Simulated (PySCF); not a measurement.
CH4NO, SMILES NC=[OH+], charge +1.

Geometry optimised at B3LYP-D3(BJ)/def2-TZVP. The isomer is the one that the SMILES or the coordinates give; other isomers of the formula were not compared. One conformer was computed; it need not be the lowest.

Two levels are set side by side: TDDFT-PBE/def2-SVPD (PySCF) and ADC(2)/aug-cc-pVDZ (PySCF). Vertical, same geometry; the bases differ. Differences are taken from unrounded values.

```tsv
quantity	ADC(2)	TDDFT-PBE	TDDFT-PBE minus ADC(2)
lowest singlet excitation (eV)	7.71	8.04	0.33
```

Rough cost on one machine, each run with all the roots and properties that it gave: ADC(2) against TDDFT-PBE about 9 times.
